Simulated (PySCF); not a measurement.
PbBr2, SMILES [Br][Pb][Br] (connectivity only; charge and spin as stated), neutral, multiplicity 1. Atoms are numbered in the order given.

```xyz
3

Pb     0.0000     0.0000     0.7746
Br     0.0000     2.0286    -0.9074
Br     0.0000    -2.0286    -0.9074
```

Coordinates come from a r2SCAN-D4/def2-SVP optimisation. The isomer is the one that the SMILES or the coordinates give; other isomers of the formula were not compared. The def2 effective core potentials stand for the cores of Pb; spin–orbit coupling is left out.

Calculation: TDDFT-LC-ωPBE/def2-SVPD run with PySCF.

Vertical excitations. Gas-phase values at a fixed geometry. State labels are in the subgroup C2v.

```csv
state,symmetry,energy (eV),λ (nm),f,main pairs
S1,B1,3.77,329,0.010,HOMO→LUMO 97 %
S2,A2,4.31,288,0.000,HOMO−1→LUMO 98 %
S3,B2,4.75,261,0.020,HOMO−2→LUMO 92 %
S4,B1,5.04,246,0.004,HOMO−4→LUMO 96 %
S5,A1,5.10,243,0.000,HOMO−3→LUMO 83 %
S6,A2,5.49,226,0.000,HOMO−5→LUMO 98 %
S7,B2,5.78,215,0.000,"HOMO−1→LUMO+1 57 %, HOMO→LUMO+2 31 %"
S8,A1,5.79,214,0.144,HOMO→LUMO+1 73 %
S9,A2,5.99,207,0.000,HOMO−2→LUMO+1 81 %
S10,B1,6.22,199,0.015,"HOMO−3→LUMO+1 53 %, HOMO−2→LUMO+2 36 %"
T1,B1,3.13,396,0,HOMO→LUMO 88 %
T2,A2,4.22,294,0,HOMO−1→LUMO 97 %
T3,B2,4.30,288,0,HOMO−2→LUMO 96 %
T4,A1,4.54,273,0,HOMO−3→LUMO 90 %
```
Triplets are in the Tamm–Dancoff approximation, which puts them higher than full response would, so one can lie above its singlet here.
